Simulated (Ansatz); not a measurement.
`[F][GeH2][I]`, relaxed with RKS PBE0-D4/def2-TZVP in Ansatz from a PBE-D4/def2-SVP geometry. The force threshold is 0.005 eV/Å; the program also tests the step.

The species carries charge 0 and has multiplicity 1. I takes the def2 core potential.

Start:

```xyz
5

F    -0.597   -1.371   -0.914
Ge    0.047    0.089   -0.180
I    -0.141   -0.143    2.324
H    -0.848    1.258   -0.654
H     1.540    0.167   -0.576
```

Task: By how much does the energy fall, and how many steps does the optimiser take? (An estimate is asked.)

Result: Computed: 0.43 kcal/mol, in 5 steps, 1 of them rejected.

Task: Which bonds change most? (Best estimate.)

Result: The calculation gave: Ge2–I3 from 2.522 to 2.492 Å; F1–Ge2 from 1.756 to 1.734 Å; Ge2–H5 from 1.547 to 1.530 Å; Ge2–H4 from 1.547 to 1.530 Å.

Task: Give the relaxed structure. (Best estimate.)

Result: The calculation gave: 
```xyz
5

F    -0.589   -1.352   -0.887
Ge    0.049    0.094   -0.175
I    -0.146   -0.155    2.297
H    -0.837    1.246   -0.656
H     1.523    0.167   -0.579
```
